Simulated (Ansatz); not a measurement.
Computed with Ansatz on PBE0-D4/def2-TZVP structures; ΔE is electronic, products minus reactants. CBS: MP2 limit from def2 TZ/QZ plus the TZ coupled-cluster correction, frozen cores. Functionals use def2-TZVPP. B3LYP here is the variant with VWN-RPA as its local correlation; programs differ in this. For Ga outer-core shells are correlated without core-valence functions, which leaves a few kJ/mol of doubt a bond. Scalar relativity is left out up to krypton. One conformer a species, not always the lowest.

Reaction (cleavage of the B–Ga bond): `C[BH][GaH2]` + `C[SiH2]N` → `CBN[SiH2]C` + `[GaH3]`

Question: Is it downhill or uphill in electronic energy at CCSD(T)/CBS, and by how much? (An estimate is asked.)

Answer: The calculation gave: Downhill: ΔE = -1.55 eV.

Question: What do these levels give: LDA (SPW92), PBE-D4, BLYP-D4, PBE0-D4, r2SCANh-D4, revPBE, r2SCAN, B3LYP, HF/def2-SVP, MP2/def2-SVP, HF/def2-QZVPP, HF/CBS(def2)? (Best estimate.)

Answer: The calculation gave: LDA (SPW92) -1.62, PBE-D4 -1.52, BLYP-D4 -1.59, PBE0-D4 -1.56, r2SCANh-D4 -1.59, revPBE -1.41, r2SCAN -1.56, B3LYP -1.54, HF/def2-SVP -1.76, MP2/def2-SVP -1.88, HF/def2-QZVPP -1.64, HF/CBS(def2) -1.64 eV.

Largest T1 diagnostic among the species: 0.013.

From PBE to PBE0 (25 % exact exchange), in def2-TZVPP and without D4, ΔE moves by −0.04 eV. Leaving LDA and LC-ωPBE aside and taking each functional with its dispersion term where it has one, the values, not all of them listed here, spread over 0.13 eV, from CAM-B3LYP-D4 to PBE-D4. LDA lies −0.15 eV from PBE without D4.
